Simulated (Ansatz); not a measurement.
Input file for Ansatz (a program for electronic structure): U-B97M-V/def2-TZVPP on S, 2S+1 = 3, a spin state set in the input, which need not be the lowest.

Ansatz 0.2 input:
```yaml
crystal:
  periodic: [false, false, false]
  atoms:
    - {symbol: S, position_ang: [0.00000000, 0.00000000, 0.00000000]}
basis:
  gaussian:
    orbitals: def2-TZVPP
hamiltonian:
  xc: {name: B97M-V}
magnetization: {spin_polarized: true, initial_magnetization: 2}
scf: {lower_state_search: full}
```

The head of its log:

```
Functional definition: B97M-V
[...]
integrals: 0.01 GiB planned
284 factors; their error is unknown
mean field: 0.12 GiB planned
mean field evaluation 1: about -10830.1639 eV, gradient 5.0e0 eV
mean field evaluation 2: about -10830.2720 eV, gradient 2.3e0 eV
```

Task: What total energy does the run end on?

Result: -398.0059 hartree.
